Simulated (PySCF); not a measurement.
PySCF job for CH5AlO2, SMILES [CH3][Al]([OH])[OH], PBE0/pcSseg-1. Geometry: PBE-D3(BJ)/def2-SVP. The isomer is the one that the SMILES or the coordinates give; other isomers of the formula were not compared. One conformer was computed; it need not be the lowest.

```python
import numpy as np
from pyscf import gto, scf, dft
from pyscf.prop.nmr import rks as nmr

mol = gto.M(
    atom='''
    Al    0.03785638    0.03579218    0.00310446
    C    -1.43265185   -1.22967944   -0.12929145
    H    -1.09997104   -2.16607030   -0.62353116
    H    -2.28032433   -0.81573131   -0.71029501
    H    -1.80421022   -1.51138125    0.87753510
    O    -0.09264268    1.53650471   -0.83091219
    H     0.57883559    2.23468810   -0.83638165
    O     1.40663700   -0.40698442    0.94872072
    H     2.19749353    0.13511076    1.08559510
    ''',
    basis='pcSseg-1',
    charge=0,
    spin=0,
    max_memory=1600,
    verbose=3,
)
mf = dft.RKS(mol, xc='pbe0')
mf.grids.level = 3
mf.conv_tol = 1e-10
mf.max_cycle = 100
mf.kernel()
n = nmr.NMR(mf)
n.verbose = 2
n.max_cycle_cphf = 60
sigma = n.kernel()
print('atom   isotropic/ppm   span/ppm')
for i, s in enumerate(sigma):
    w = np.linalg.eigvalsh((s + s.T) / 2)
    print(f'{mol.atom_symbol(i):2s}{i + 1:3d} {w.mean():14.3f} {w[2] - w[0]:11.3f}')
```

Output:

```
converged SCF energy = -433.758768060424
atom   isotropic/ppm   span/ppm
Al  1        424.076     135.818
C   2        202.954      13.132
H   3         31.381      12.343
H   4         31.543      12.986
H   5         31.400      12.434
O   6        292.818     100.184
H   7         29.550      21.169
O   8        295.450      98.787
H   9         29.590      21.300
```

The run converged.
